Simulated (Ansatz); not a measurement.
In(PH3)H3 (InPH₆). The state is a triplet with charge 0. Geometry B3LYP-D4/def2-TZVP, that of the neutral singlet; atoms count from 1.

| atom | x (Å) | y (Å) | z (Å) |
| --- | --- | --- | --- |
| In1 | 1.221 | -0.046 | 1.073 |
| P2 | -0.911 | 0.027 | -0.803 |
| H3 | -0.638 | -0.046 | -2.184 |
| H4 | -1.752 | 1.158 | -0.841 |
| H5 | -1.924 | -0.953 | -0.763 |
| H6 | 2.057 | 1.315 | 0.391 |
| H7 | 1.742 | -1.651 | 0.668 |
| H8 | 0.204 | 0.194 | 2.459 |

In the def2 sets In takes a core potential; there is no spin–orbit coupling. At PBE0-D4/def2-TZVP a singlet of charge 0 lies 5.62 eV below the triplet at the same geometry.

Estimate the Mulliken populations from the PBE0/def2-TZVP orbitals of Ansatz.


```csv
atom,charge (e),spin (α − β)
In1,-0.29,1.18
P2,-0.12,-0.04
H3,0.10,0.02
H4,0.10,0.01
H5,0.10,0.03
H6,0.16,0.58
H7,-0.03,0.10
H8,-0.03,0.11
```
Mulliken values and Mayer orders depend strongly on the basis.

Where does the spin sit?

Summed by element: In 1.18, P -0.04, H 0.85, of 2 unpaired in all. Largest on single atoms: In1 1.18, H6 0.58, H8 0.11.
